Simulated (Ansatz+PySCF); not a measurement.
A calculation with Ansatz (development build ahead of 0.2.0).

```yaml
crystal:
  periodic: [false, false, false]
  atoms:
    - { symbol: Be, position_ang: [0.0, 0.0, -0.38039] }
    - { symbol: H, position_ang: [0.0, 0.0, 1.52156] }
basis:
  gaussian: { orbitals: "6-31G" }
magnetization:
  spin_polarized: true
  initial_magnetization: 1
hamiltonian:
  xc: hf
scf:
  omitted_lower_state_checks: [starts, atomic_configurations, cluster_reference, orbital_swaps, given_window_search, neighbouring_geometries, increment]
```

The input is written out in the form of the current development build from the run's settings.

Output:

```yaml
Converged: yes
Total_energy: -15.10335 hartree
Spin_squared_of_the_determinant: 0.820
Stability_test: minimum
```
